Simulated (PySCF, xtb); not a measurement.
CH6OSiSn, SMILES C[O][Sn][SiH3] (connectivity only; charge and spin as stated), neutral, multiplicity 1. The values are those of a single conformer.

Harmonic wavenumbers (cm⁻¹) from xtb with GFN2-xTB at its own minimum, in rising order: 58, 61, 89, 142, 203, 278, 284, 340, 360, 774, 843, 847, 1077, 1134, 1142, 1418, 1486, 1489, 2054, 2060, 2095, 2923, 2931, 2948.

Task: What does PBE0-D3(BJ)/def2-SVP in PySCF give at its own minimum? (An estimate is asked for; the answer gives what the named calculation found.)

Result: 84, 111, 119, 140, 241, 263, 337, 414, 520, 836, 926, 937, 1157, 1168, 1189, 1457, 1464, 1473, 2177, 2191, 2195, 2984, 3066, 3084. Paired by order, the mean absolute difference is 67 cm⁻¹ and the zero-point energies are 38.6 and 40.8 kcal/mol.
